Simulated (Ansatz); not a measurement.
Ansatz (a first-principles code) input (PBE0/6-31G*):

Ansatz 0.2 input:
```yaml
crystal:
  periodic: [false, false, false]
  atoms:
    - {symbol: C, position_ang: [2.33955794, -0.29050831, -0.55876317]}
    - {symbol: C, position_ang: [1.51301170, -0.32647745, 0.68875268]}
    - {symbol: C, position_ang: [0.19741949, -0.15057652, 0.80097465]}
    - {symbol: C, position_ang: [-0.79532182, 0.14296572, -0.30340847]}
    - {symbol: C, position_ang: [-1.24084597, 1.56205566, -0.17061729]}
    - {symbol: C, position_ang: [-1.97211110, -0.83702720, -0.24794361]}
    - {symbol: H, position_ang: [1.74726527, -0.11268750, -1.45494049]}
    - {symbol: H, position_ang: [3.09597887, 0.49760364, -0.49680931]}
    - {symbol: H, position_ang: [2.88074628, -1.23163438, -0.69253584]}
    - {symbol: H, position_ang: [2.06836717, -0.51775907, 1.60291646]}
    - {symbol: H, position_ang: [-0.24203573, -0.19401703, 1.79387730]}
    - {symbol: H, position_ang: [-0.29126735, 0.02482467, -1.26621689]}
    - {symbol: H, position_ang: [-2.11170319, 1.81088695, 0.42269666]}
    - {symbol: H, position_ang: [-0.58615815, 2.36776866, -0.47348304]}
    - {symbol: H, position_ang: [-2.68908787, -0.62651277, -1.04335971]}
    - {symbol: H, position_ang: [-1.62680146, -1.86645939, -0.35405475]}
    - {symbol: H, position_ang: [-2.49556526, -0.75460517, 0.70794074]}
basis:
  gaussian:
    orbitals: 6-31G*
hamiltonian:
  xc: {name: PBE0}
magnetization: {spin_polarized: true, initial_magnetization: 1}
```

End of the output:

```
integrals: 0.08 GiB planned
1218 factors; integrals over basis functions are off by at most 1.4e-3 eV
0.17 GiB of the device are held for the grids
0.46 GiB of device memory are held for the factors and their scratch space
mean field: 0.37 GiB planned
mean field evaluation 1: about -6383.7852 eV, gradient 3.8e1 eV
mean field evaluation 2: about -6383.8156 eV, gradient 3.8e1 eV
mean field evaluation 4: about -6390.9789 eV, gradient 1.9e0 eV
mean field evaluation 8: about -6391.4190 eV, gradient 2.5e-1 eV
mean field evaluation 16: about -6391.4194 eV, gradient 1.0e-3 eV
mean field -6391.41939120 eV, -234.8803303668 hartree, gradient 5.6e-5 eV, S^2 0.755494; 0 other end points of the search recorded, 0 dependent functions left out
reference -6391.41941027 eV, -234.8803310679 hartree; 24, 23 occupied and 88, 89 virtual orbitals, 1218 factors
Total energy: -6391.41941027 eV, -234.8803310679 hartree
```

It need not be the lowest isomer of its formula.
